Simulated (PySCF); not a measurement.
Computed shifts of a molecule CH5NO2Si2, B3LYP/pcSseg-1 in PySCF, GIAO, gas phase, atoms alike by connectivity averaged where their shifts nearly agree, in ppm (number of nuclei): ¹⁵N: 191.8 (1). ¹³C: 116.7 (1). ²⁹Si: 8.4 (1), -112.1 (1). ¹H: 5.22 (1), 3.79 (3), 3.10 (1). References: ¹⁵N against NH3 (σ = 265.5 ppm); ¹³C against TMS (σ = 181.3 ppm); ¹⁷O against H2O (σ = 333.8 ppm); ²⁹Si against TMS (σ = 338.7 ppm); ¹H against TMS (σ = 31.68 ppm), references at their B3LYP-D3(BJ)/def2-TZVP geometries, non-relativistic. Geometry optimised at PBE0-D3(BJ)/def2-SVP. Other conformers were not sampled.

**Question.** Pick the molecule that these values belong to.
(A) O=C=N[SiH2][SiH2]O
(B) N#CO[Si@H](O)[SiH3]
(C) C1=N[SiH2]O[SiH2]O1
(D) N#CO[SiH2][SiH2]O

**Answer.** B, N#CO[Si@H](O)[SiH3]
